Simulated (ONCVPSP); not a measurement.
Tl (Z = 81): one change to an ONCV potential, before and after

thallium (Tl), optimised norm-conserving Vanderbilt (ONCV), made with ONCVPSP 4.0.1 (PBEsol, scalar-relativistic). Core [Kr] 4d10 4f14, reference 5s2 5p6 5d10 6s2 6p1. Waves: 5s+6s: rc 1.55 bohr, ncon 3, nbas 7, qcut 8 1/bohr, 2 projectors; 5p+6p: rc 1.50 bohr, ncon 4, nbas 7, qcut 7.1 1/bohr, 2 projectors; 5d: rc 1.45 bohr, ncon 5, nbas 10, qcut 5.8 1/bohr, 1 projector. Local part: polynomial inside 1.15 bohr (lpopt 5, dvloc0 0 Ha). Core correction: none.

Change: all radii scaled by about 1.31 (s 2.02, p 1.96, d 1.90 bohr); local potential polynomial inside 1.50 bohr (lpopt 5, dvloc0 0 Ha).

Cutoffs: the cutoffs (Ha) at which the residual kinetic energy of the hardest occupied pseudo-wave falls to 1 and 0.1 mHa per electron; they do not see the model core or the augmentation charge, which bear on the density cutoff. Errors are all-electron minus pseudo energies relative to the spin-unpolarised reference configuration.

**Question.** What does the change do?

**Answer.** The potential gets softer (54 Ha and 159 Ha → 31 Ha and 97 Ha); of the 3 tests that both files solve, the error grows in 2 and shrinks in 0 by more than 15 % and 0.3 meV (median size 7.4 → 12.5 meV); neither file shows a bound ghost. A larger radius leaves more room for a smooth pseudo-wave, so fewer plane waves are needed.

```csv
quantity,base,changed
"cutoff, loose",54 Ha,31 Ha
"cutoff, tight",159 Ha,97 Ha
loose cutoff by channel,"s 22 Ha, p 16 Ha, d 54 Ha","s 14 Ha, p 18 Ha, d 31 Ha"
bound ghosts,none,none
GHOST(+) flags under 300 eV,s at 163.9 eV,none
tests with a reliable result,3 of 4,3 of 4
"error for 5s2 5p6 5d10 6s2 6p0, meV [ΔE 5.15 eV]",-2.3,-2.4
"error for 5s2 5p6 5d10 6s1 6p0, meV [ΔE 25.99 eV]",-12,-14
"error for 5s2 5p6 5d10 6s0 6p3, meV [ΔE 15.29 eV]",-7.4,-12
```
